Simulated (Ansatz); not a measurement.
Ge₂₃H₃₂⁺, a nanocrystal cut from cubic germanium. The state is a doublet with charge 1. Geometry PBE-D4/def2-SVP, that of the neutral singlet; atoms count from 1.

Cartesian coordinates in Å:
```
Ge -3.710 2.275 2.221
Ge -1.294 -4.009 2.356
Ge -0.212 -3.645 -1.986
Ge -2.700 2.871 -1.679
Ge -0.994 -0.129 -3.675
Ge -1.971 -0.655 0.143
Ge 0.115 1.142 3.031
Ge 1.815 -1.729 0.916
Ge 1.088 1.787 -0.846
Ge 2.739 -1.269 -2.992
Ge 4.902 0.894 0.296
Ge -2.773 -2.106 1.949
Ge -3.490 1.269 -0.003
Ge -1.552 2.926 3.173
Ge -1.792 -1.771 -2.033
Ge 1.033 -3.302 2.631
Ge 1.984 -2.832 -1.264
Ge -2.568 1.740 -3.846
Ge -0.458 3.673 -1.118
Ge 1.237 0.665 -3.023
Ge 0.251 0.162 0.789
Ge 3.995 -0.904 1.682
Ge 3.242 2.654 -0.063
H -4.636 3.526 2.144
H -4.390 1.244 3.171
H -1.756 -4.762 3.640
H -1.403 -5.001 1.165
H -0.086 -4.226 -3.428
H -0.721 -4.783 -1.056
H -3.695 4.073 -1.763
H -0.869 -0.843 -5.060
H -0.265 0.006 4.027
H 1.515 1.681 3.452
H 2.664 -1.980 -4.379
H 4.216 -0.835 -2.758
H 5.351 0.323 -1.076
H 6.158 1.502 0.988
H -4.221 -2.592 1.643
H -2.837 -1.235 3.239
H -4.896 0.752 -0.451
H -1.756 3.326 4.666
H -1.012 4.177 2.423
H -3.206 -2.279 -2.463
H 1.965 -4.551 2.640
H 1.180 -2.602 4.016
H 2.982 -4.028 -1.156
H -3.972 1.213 -4.266
H -2.080 2.734 -4.942
H 0.072 4.574 -2.276
H -0.483 4.535 0.177
H 1.727 1.703 -4.083
H 3.804 -0.363 3.131
H 5.005 -2.088 1.755
H 2.979 3.379 1.291
H 3.779 3.717 -1.068
```

Single mean-field runs in def2-SVP are fitted with def2-universal-jkfit.

(1) Estimate the Mulliken populations of the heavy atoms from the PBE0/def2-SVP orbitals of Ansatz.

(2) Where does the spin sit?

(3) And the Mayer bond orders between bonded heavy atoms (over 0.3)?

Answers

(1) 
| atom | charge (e) | spin (α − β) |
| --- | --- | --- |
| Ge1 | 0.09 | 0.01 |
| Ge2 | 0.10 | 0.02 |
| Ge3 | 0.12 | 0.04 |
| Ge4 | -0.02 | 0.00 |
| Ge5 | -0.02 | 0.01 |
| Ge6 | -0.18 | 0.09 |
| Ge7 | 0.12 | 0.02 |
| Ge8 | -0.17 | 0.15 |
| Ge9 | -0.17 | 0.03 |
| Ge10 | 0.12 | 0.02 |
| Ge11 | 0.09 | 0.01 |
| Ge12 | 0.12 | 0.00 |
| Ge13 | 0.02 | 0.11 |
| Ge14 | 0.09 | 0.02 |
| Ge15 | 0.03 | 0.02 |
| Ge16 | 0.11 | 0.00 |
| Ge17 | 0.00 | -0.01 |
| Ge18 | 0.13 | 0.02 |
| Ge19 | 0.13 | 0.07 |
| Ge20 | 0.00 | 0.02 |
| Ge21 | -0.22 | 0.09 |
| Ge22 | 0.12 | 0.03 |
| Ge23 | 0.13 | 0.03 |
Mulliken values and Mayer orders depend strongly on the basis.

(2) Summed by element: Ge 0.80, H 0.20, of 1 unpaired in all. Largest on single atoms: Ge8 0.15, Ge13 0.11, Ge21 0.09.

(3) Ge1–Ge13 0.89 (2.45 Å); Ge1–Ge14 0.93 (2.45 Å); Ge2–Ge12 0.91 (2.44 Å); Ge2–Ge16 0.92 (2.45 Å); Ge3–Ge15 0.88 (2.45 Å); Ge3–Ge17 0.92 (2.45 Å); Ge4–Ge13 0.92 (2.45 Å); Ge4–Ge18 0.92 (2.45 Å); Ge4–Ge19 0.91 (2.45 Å); Ge5–Ge15 0.92 (2.46 Å); Ge5–Ge18 0.89 (2.45 Å); Ge5–Ge20 0.91 (2.46 Å); Ge6–Ge12 0.90 (2.45 Å); Ge6–Ge13 0.80 (2.46 Å); Ge6–Ge15 0.90 (2.45 Å); Ge6–Ge21 0.91 (2.45 Å); Ge7–Ge14 0.90 (2.45 Å); Ge7–Ge21 0.88 (2.45 Å); Ge8–Ge16 0.90 (2.45 Å); Ge8–Ge17 0.91 (2.45 Å); Ge8–Ge21 0.79 (2.46 Å); Ge8–Ge22 0.86 (2.45 Å); Ge9–Ge19 0.84 (2.45 Å); Ge9–Ge20 0.91 (2.45 Å); Ge9–Ge21 0.94 (2.45 Å); Ge9–Ge23 0.87 (2.45 Å); Ge10–Ge17 0.92 (2.45 Å); Ge10–Ge20 0.89 (2.45 Å); Ge11–Ge22 0.93 (2.45 Å); Ge11–Ge23 0.91 (2.45 Å).
